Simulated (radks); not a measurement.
Problem. The aluminium ion Al0.5+, 12.5 electrons, occupied as [Ne] 3p(up 0.5, down 0.5) 3s(up 1, down 0.5) (fractional occupations, a model configuration). Calculated with a radial shooting solver on a logarithmic mesh with Libxc functionals: scalar-relativistic Kohn-Sham, BLYP, spin-polarised, spherical densities, finite nucleus; Fermi nuclear charge, rms radius 3.061 fm. Some entries of the table are withheld. Estimate them.

| orbital | occ. | eigenvalue (eV) | <r^2> (bohr^2) | <1/r> (bohr^-1) |
|---|---|---|---|---|
| 1s up | 1 | -1517.133 | 0.01946 | 12.63 |
| 1s down | 1 | -1517.074 | 0.01946 | 12.63 |
| 2s up | 1 | -112.6979 | 0.4711 | (1) |
| 2s down | 1 | -112.6227 | 0.4709 | (2) |
| 2p up | 3 | -74.3713 | 0.4635 | 2.211 |
| 2p down | 3 | -74.2936 | 0.4629 | 2.212 |
| 3s up | 1 | (3) | 6.778 | 0.5592 |
| 3s down | 0.5 | (4) | 6.930 | 0.5556 |
| 3p up | 0.5 | -6.0805 | 11.09 | 0.4364 |
| 3p down | 0.5 | -5.6977 | 11.74 | 0.4258 |

Solution. 
(1) 2s up <1/r> (bohr^-1): 2.339
(2) 2s down <1/r> (bohr^-1): 2.338
(3) 3s up eigenvalue (eV): -11.6416
(4) 3s down eigenvalue (eV): -11.1499
